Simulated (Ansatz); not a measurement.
Isolated molecules relaxed with PBE0-D4/def2-TZVP in Ansatz; ΔE leaves out vibrations. CCSD(T)/CBS is extrapolated from def2-TZVPP and def2-QZVPP, frozen cores. Functionals use def2-TZVPP. B3LYP here is the variant with VWN-RPA as its local correlation; programs differ in this. One conformer a species, not always the lowest.

`F[SiH2][SiH2]Cl` → `[SiH3]Cl` + `F[SiH]`  (silylene formation by 1,1-elimination)

Problem. Is it downhill or uphill in electronic energy at CCSD(T)/CBS, and by how much? (Estimate.)

Solution. Ansatz gave: Uphill: ΔE = +46.5 kcal/mol.

Problem. What do these levels give: PBE-D4, B3LYP-D4, ωB97M-V, r2SCAN, PBE0, HF/def2-TZVPP, MP2/def2-TZVPP, HF/def2-QZVPP, MP2/def2-QZVPP, SCS-MP2/def2-QZVPP, HF/CBS(def2), CCSD/CBS(def2)? (Estimate.)

Solution. The calculation gave: PBE-D4 47.9, B3LYP-D4 44.7, ωB97M-V 42.9, r2SCAN 50.4, PBE0 48.4, HF/def2-TZVPP 41.9, MP2/def2-TZVPP 47.0, HF/def2-QZVPP 41.7, MP2/def2-QZVPP 47.9, SCS-MP2/def2-QZVPP 45.5, HF/CBS(def2) 41.7, CCSD/CBS(def2) 45.7 kcal/mol.

Largest T1 diagnostic among the species: 0.015.

From PBE to PBE0 (25 % exact exchange), in def2-TZVPP and without D4, ΔE moves by +2.4 kcal/mol. In def2-TZVPP, CCSD(T) changes the Hartree–Fock value by +2.2 kcal/mol (the triples alone add +0.7 kcal/mol) and MP2 by +5.1 kcal/mol. The D4 term adds +3.1 kcal/mol with B3LYP and +1.7 kcal/mol with PBE0; it sums over pairs of atoms, weighted by their polarisabilities, and B3LYP, whose exchange is more repulsive, gets the larger term.
